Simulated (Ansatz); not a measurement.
CH₃GeNS (`S=[C]1[NH][GeH2]1`), relaxed with RKS PBE0-D4/def2-TZVP in Ansatz from a PBE-D4/def2-SVP geometry. The force threshold is 0.005 eV/Å; the program also tests the step.

Charge 0, multiplicity 1.

Start:

```xyz
7

S    -2.103   -1.596   -0.588
C    -0.811   -0.669   -0.294
N     0.402   -0.357   -0.717
Ge    0.146    0.751    0.842
H     0.884   -0.754   -1.536
H     1.238    0.382    1.890
H     0.244    2.244    0.403
```

```
        step  energy (eV)  largest force (eV/Å)  largest move (Å)
           1  -69915.3882                 0.540             0.000
           2  -69915.4314                 0.450             0.040
           3  -69915.4435                 0.274             0.027
           4  -69915.4451                 0.218             0.046
           5  -69915.4485                 0.079             0.018
           6  -69915.4489                 0.034             0.004
           7  -69915.4489                 0.027             0.005
8 (rejected)  -69915.4489                 0.060             0.004
           9  -69915.4490                 0.002             0.002
```

End:

```xyz
7

S    -2.068   -1.550   -0.556
C    -0.782   -0.631   -0.266
N     0.420   -0.363   -0.735
Ge    0.197    0.731    0.783
H     0.864   -0.775   -1.548
H     1.181    0.366    1.903
H     0.188    2.222    0.419
```

Hardware: 2 threads of an Arm Neoverse V1 on a shared host. Wall time 47 s, peak host memory 0.41 GiB.
